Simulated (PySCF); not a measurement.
Excitations are Tamm–Dancoff values on a coarser integration grid. The basis has no diffuse functions, so Rydberg states are missing or too high.

Cartesian coordinates (Å):
```xyz
5

S      1.4556    -0.9000     0.0630
Al    -0.5250    -0.0601    -0.0211
Cl    -0.8220     1.9956    -0.0416
Cl    -2.1548    -1.3401    -0.0823
H      2.0463     0.3045     0.0821
```
Charge 0, spin multiplicity 1.

**Question.** What is the computed S1–T1 gap (TDA), HOMO–LUMO gap, HOMO, S1 oscillator strength and T1 excitation (TDA) (TPSSh-D3(BJ)/def2-TZVP // CAM-B3LYP-D3(BJ)/def2-TZVP (PySCF))?

**Answer.** 
```
Quantity                   Value
----------------------  --------
S1–T1 gap (TDA)          0.41 eV
HOMO–LUMO gap            6.32 eV
HOMO                    -7.61 eV
S1 oscillator strength     0.026
T1 excitation (TDA)      5.35 eV
```
